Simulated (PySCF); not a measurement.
**Electron correlation in Sn²⁺ (tin, charge +2)**

[Kr] 4d10 5s2, closed-shell 1S. Calculation: PySCF 2.14, in cc-pVDZ-PP with ECP28MDF (4s3p2d, 23 functions); scalar relativity through the core potential. Frozen: 4s2 4p6 4d10; 2 electrons correlated.

Total MP2 correlation energy: -21.74 mhartree.

Same-spin part 0.00 and opposite-spin part -21.74 mhartree; SCS-MP2 scales them by 1/3 and 6/5 to -26.08 mhartree.

With two correlated electrons CCSD is exact within the correlated space (frozen core and kept virtual orbitals).

```json
{"level": "CCSD", "correlation energy (mhartree)": "-32.51"}
```

Diagnostics: T1 = 0.0022, D1 = 0.0031, largest double amplitude 0.101.

Cost of the coupled-cluster step: 0.05 s of wall time on 1 thread of Neoverse-V1 (shared host), for 2 correlated electrons.
